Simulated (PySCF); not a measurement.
C2H8OSSi, SMILES COC[SiH2]S, singlet (GFN2-xTB optimised geometry):

```
13

C      2.084    -0.616     0.000
O      0.681    -0.616     0.000
C      0.116     0.681     0.000
Si    -1.769     0.414     0.083
S     -2.288    -0.939    -1.492
H      2.478    -0.110    -0.891
H      2.479    -0.115     0.892
H      2.400    -1.658    -0.002
H      0.430     1.232    -0.898
H      0.473     1.252     0.867
H     -2.479     1.658    -0.187
H     -2.120    -0.179     1.368
H     -1.130    -1.580    -1.473
```

Level of theory: PBE0/def2-TZVP (PySCF).

Question: What are the frontier orbital energies and the dipole moment?

Answer: HOMO-2 -8.67 eV, HOMO-1 -7.81 eV, HOMO -7.15 eV, LUMO 0.38 eV, LUMO+1 0.64 eV; dipole moment 2.68 D.

Meta-Löwdin charges at PBE0/def2-TZVP: C1 -0.12, O2 -0.39, C3 -0.24, Si4 0.61, S5 -0.32, H6 0.10, H7 0.10, H8 0.13, H9 0.11, H10 0.10, H11 -0.09, H12 -0.10, H13 0.12.
